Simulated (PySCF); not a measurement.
C6H9Cl2NO.
Cartesian coordinates in Å at the PBE0-D3(BJ)/def2-SVP level; atoms count from 1:
```xyz
19
C6H9Cl2NO angstrom
C     -2.141    1.411    0.400
C     -1.460    0.286    0.612
C     -0.712   -0.463   -0.452
C      0.736   -0.645    0.018
O      0.974   -1.293    1.019
N      1.674   -0.031   -0.736
C      3.078   -0.110   -0.435
C     -1.283   -1.861   -0.680
Cl    -0.377   -2.672   -1.988
Cl    -3.011   -1.812   -1.067
H     -2.213    1.856   -0.598
H     -2.657    1.924    1.215
H     -1.394   -0.146    1.616
H     -0.767    0.080   -1.409
H      1.373    0.451   -1.572
H      3.185   -0.712    0.477
H      3.638   -0.598   -1.249
H      3.511    0.887   -0.255
H     -1.151   -2.476    0.219
```

The closed-shell ground state was solved at several levels (PySCF, density fitting, gas phase, non-relativistic).

```
           level  basis functions  HOMO (eV)  LUMO (eV)  gap (eV)  dipole (D)
wB97X-D/pcSseg-1              229      -9.46       1.13     10.59        3.75
   PBE0/pcSseg-1              229      -7.56      -0.65      6.91        3.71
```

Estimate the row for wB97X-D/def2-SVPD, a basis of 289 functions; the other rows only guide the guess.

HOMO -9.49 eV, LUMO 1.03 eV, gap 10.52 eV, dipole 3.68 D.

Over all these levels, which gives the widest orbital gap and which the narrowest?

wB97X-D/pcSseg-1 (range-separated hybrid) has the widest, 10.59 eV, and PBE0/pcSseg-1 (global hybrid, 25 % exact exchange) the narrowest, 6.91 eV. The two share the basis. From the narrowest to the widest the HOMO moves by -1.90 eV and the LUMO by +1.78 eV.

How far do the dipole and the HOMO energy spread over the levels?

The dipole runs from 3.68 to 3.75 D (mean 3.71 D) and the HOMO from -9.49 to -7.56 eV.

One conformer stands for the species.
